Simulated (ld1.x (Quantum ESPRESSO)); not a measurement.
**copper (Cu): excitation energies, all-electron against PAW**

- Element: Cu
- Generator: ld1.x (Quantum ESPRESSO) 7.5
- Type: PAW
- Functional: PBE
- Relativity: fully relativistic
- Frozen core: [Ne]
- Valence charge: 19
- Reference configuration: 3s2 3p6 3d10 4s1 4p0
- Partial waves: 3s (bound): rcut 1.20, rcutus 1.50 bohr; 4s (bound): rcut 1.20, rcutus 1.50 bohr; 3p (bound): rcut 1.05, rcutus 1.25 bohr; 4p (bound, empty): rcut 1.05, rcutus 1.25 bohr; 3d (bound): rcut 1.20, rcutus 1.30 bohr; 3d channel at 0.6 Ry: rcut 1.20, rcutus 1.30 bohr
- Local potential: all-electron potential smoothed inside 1.20 bohr (lloc = -1)
- Core correction: Bessel-smoothed model core inside 0.80 bohr
- Augmentation charge: BESSEL, radius 0.95 bohr

Open shells are filled in proportion to 2j + 1 (rel_dist='average').

Energies are relative to the spin-unpolarised reference configuration 3s2 3p6 3d10 4s1 4p0; without spin polarisation the order of configurations can differ from experiment. Not all tests gave a result: 1 of 7 tests not solved or not reliable. Left out of the table: 3s2 3p6 3d7 4s0 4p0 (solver errors, printed error -3887 eV).

```json
{"valence configuration": "3s2 3p6 3d10 4s0 4p0", "charge": "+1", "ΔE all-electron (eV)": "8.149", "error AE − PS (meV)": "+0.1"}
{"valence configuration": "3s2 3p6 3d9 4s0 4p0", "charge": "+2", "ΔE all-electron (eV)": "29.482", "error AE − PS (meV)": "+0.1"}
{"valence configuration": "3s2 3p6 3d9 4s1 4p0", "charge": "+1", "ΔE all-electron (eV)": "11.579", "error AE − PS (meV)": "+0.6"}
{"valence configuration": "3s2 3p6 3d9 4s1 4p1", "charge": "0", "ΔE all-electron (eV)": "6.811", "error AE − PS (meV)": "+0.9"}
```

(1) What are ΔE and the potential's error for 3s2 3p6 3d8 4s0 4p0?

(2) What are ΔE and the potential's error for 3s2 3p6 3d9 4s2 4p0?

The ghost test of this file was not conclusive.

## Answers

(1) ΔE = 68.501 eV all-electron; the error (AE − PS) is +5.0 meV.

(2) ΔE = 1.971 eV all-electron; the error (AE − PS) is +1.4 meV.
